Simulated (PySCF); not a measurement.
C₇H₁₁FOSi.
Atom-mapped SMILES: `[CH3:1][O:2][Si@H:3]1[CH2:4][C:5]([CH:6]2[CH2:7][CH2:8]2)=[C:9]1[F:10]`

Geometry (GFN2-xTB, Å), atoms numbered from 1 in this order:
```
atom  x, y, z in Å
C1     3.9688    0.8610   -0.3686
O2     2.6816    0.9078    0.1784
Si3    1.7026   -0.3073    0.5958
C4    -0.0316    0.3496    1.0700
C5    -0.6232   -0.4537   -0.0695
C6    -2.0331   -0.5673   -0.4291
C7    -2.9682    0.6016   -0.2383
C8    -3.0969   -0.5939    0.6418
C9     0.4576   -1.0102   -0.6378
F10    0.4504   -1.8423   -1.7146
H11    4.3372    1.8842   -0.4447
H12    4.6396    0.2801    0.2675
H13    3.9485    0.4089   -1.3619
H14    2.3636   -1.2864    1.4548
H15   -0.1946    1.4194    0.9659
H16   -0.4134    0.0448    2.0412
H17   -2.2046   -1.1919   -1.2988
H18   -2.5619    1.5060    0.1872
H19   -3.7174    0.7720   -0.9961
H20   -3.9354   -1.2579    0.4978
H21   -2.7786   -0.5075    1.6690
```

NICS is the negative of the GIAO shielding at a point without a nucleus: at the ring centre (0) and 1 Å above and below it (1); zz is the component along the ring normal. Level: GIAO PBE0/pcSseg-1 (PySCF, non-relativistic, gas phase) on the GFN2-xTB geometry, one conformer.

Rings: 1. Si3–C4–C5–C9; 2. C6–C7–C8.

| set | NICS(0) | NICS(1), two faces | NICS(1)zz, two faces |
| --- | --- | --- | --- |
| P | -8.8 | -3.2 / -5.2 | 1.6 / -1.8 |
| Q | -43.2 | -8.2 / -8.3 | -23.6 / -24.1 |

Which set (ppm) belongs to which ring?

P = 1, Q = 2.
- 1 (4-membered ring with Si; formal bonds 1 double, 3 single): mean NICS(1)zz -0.1 ppm, near zero. Si3, C4 have four or more neighbours, and the NICS criterion for π rings isn't applied.
- 2 (3-membered carbocycle; formal bonds all single): mean NICS(1)zz -23.9 ppm, shielded. C6, C7, C8 have four or more neighbours; no verdict on aromaticity is drawn.

How do the rings differ in shape?

```
ring            bond lengths (Å)  rms pucker (Å)  HOMA  nearest outside atom to a NICS(1) probe (Å)
   1  1.914, 1.515, 1.342, 1.888            0.01     –                                hydrogen 1.79
   2         1.509, 1.490, 1.510            0.00     –                                hydrogen 1.44
```
